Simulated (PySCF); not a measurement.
# Bond curve of AsO⁺

Set-up: As cc-pVTZ-PP with ECP10, O cc-pVTZ; scalar-relativistic core potentials (PySCF 2.14). Energies in eV from As⁺ + O in their ground configurations at the same level. State: ¹Σ⁺ (singlet), closed shell.

All columns are PBE0. A positive dipole points towards O; it is taken about the centre of mass and depends on that origin.

| R (Å) | E (eV) | μ (D) | Mulliken charge on As (basis-dependent) | HOMO (eV) | LUMO (eV) | Mayer bond order | ⟨S²⟩ |
| --- | --- | --- | --- | --- | --- | --- | --- |
| 1.340 | -3.829 | -2.29 | 1.16 | -18.57 | -10.09 | 2.54 | 0.00 |
| 1.402 | -5.199 | -2.47 | 1.16 | -18.58 | -10.35 | 2.54 | 0.00 |
| 1.464 | -5.951 | -2.63 | 1.16 | -18.55 | -10.59 | 2.54 | 0.00 |
| 1.511 | -6.217 | -2.74 | 1.16 | -18.50 | -10.77 | 2.53 | 0.00 |
| 1.558 | -6.290 | -2.85 | 1.16 | -18.44 | -10.94 | 2.53 | 0.00 |
| 1.605 | -6.216 | -2.95 | 1.17 | -18.14 | -11.11 | 2.52 | 0.00 |
| 1.667 | -5.948 | -3.07 | 1.17 | -17.78 | -11.31 | 2.52 | 0.00 |
| 1.745 | -5.427 | -3.21 | 1.18 | -17.36 | -11.54 | 2.52 | 0.00 |
| 1.838 | -4.645 | -3.35 | 1.18 | -16.92 | -11.79 | 2.52 | 0.00 |
| 1.963 | -3.486 | -3.50 | 1.17 | -16.43 | -12.06 | 2.52 | 0.00 |

A fit through these points gives, at Re = 1.556 Å, μ = -2.84 D and dμ/dR = -2.22 D/Å; the reduced mass is 13.18 u.

How strong is the fundamental in the double-harmonic approximation, I = 42.26·(dμ/dR)²/μred km/mol?

I = 42.26·(-2.22)²/13.18 = 15.8 km/mol at PBE0.

For an ion De counts to the pair picked by the measured ionisation energies or electron affinities, which need not be the lowest pair at this level.
